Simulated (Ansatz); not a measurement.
The cluster Au₂F₂ was relaxed with PBE0-D4 (def2-TZVP) in Ansatz in these states: charge +1 doublet, neutral quintet, neutral singlet, neutral triplet. The geometries follow in no particular order.

In the def2 sets Au takes a core potential; there is no spin–orbit coupling.

A:

```xyz
4

Au    0.745    0.610    1.356
Au   -0.745   -0.610   -1.356
F    -1.219    0.135    0.610
F     1.219   -0.135   -0.610
```

B:

Cartesian coordinates in Å:
```
Au -1.3717 -1.4337 -0.1127
Au 0.4769 0.4646 0.0648
F 1.9205 0.4990 1.3015
F -1.0257 0.4700 -1.2536
```

C:

```xyz
4

Au    0.2523    1.1414    1.5111
Au   -0.0821   -0.3712   -0.4915
F    -0.9834   -1.6595    0.6029
F     0.8132    0.8893   -1.6225
```

D:

```xyz
4

Au    0.1951    0.4196   -1.9470
Au   -0.0653   -0.1405    0.6518
F     1.1469   -1.5260    0.4702
F    -1.2767    1.2469    0.8250
```

Judge from the bond lengths which geometry belongs to which state (an estimate).

A is the neutral quintet (Au1–Au2 3.326 Å, Au2–F3 2.155 Å, Au2–F4 2.154 Å); B is the neutral triplet (Au1–Au2 2.656 Å, Au2–F3 1.901 Å, Au2–F4 1.999 Å); C is the neutral singlet (Au1–Au2 2.532 Å, Au2–F3 1.916 Å, Au2–F4 1.916 Å); D is the charge +1 doublet (Au1–Au2 2.671 Å, Au2–F3 1.850 Å, Au2–F4 1.850 Å).

At PBE0-D4/def2-TZVP a singlet lies 4.22 eV below the neutral quintet. At PBE0-D4/def2-TZVP a singlet lies 1.38 eV below the neutral triplet. These are the stationary points nearest to one start from a short search; other shapes may lie lower in each state.
